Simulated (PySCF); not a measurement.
Computed with B3LYP-D3(BJ)/def2-TZVP run with PySCF. Gas-phase values, no solvent. One relaxed conformer stands for a flexible species; it need not be the lowest. B3LYP has the VWN-RPA correlation part, as in Gaussian. Delta-SCF ions had no search for a lower state. Excitations are Tamm–Dancoff values on a coarser integration grid. The basis has no diffuse functions, so Rydberg states are missing or too high.

Reference species (SMILES): `B/C=C\N` (neutral, multiplicity 1).

```json
{
  "HOMO": "-6.29 eV",
  "T1 excitation (TDA)": "2.96 eV",
  "HOMO–LUMO gap": "4.83 eV",
  "vertical ionisation energy (Delta-SCF)": "8.64 eV"
}
```

After one change: the HOMO drops by 1.20 eV; the T1 excitation (TDA) rises by 2.61 eV; the HOMO–LUMO gap goes up by 2.95 eV; the vertical ionisation energy (Delta-SCF) increases by 1.37 eV.

**Question.** Name the change that produced these shifts. The new species is one of these.
(A) `BCN=C`
(B) `[H]/B=C(\C)N`
(C) `B1CCN1`
(D) `B/C=N\C`

**Answer.** C, `B1CCN1`
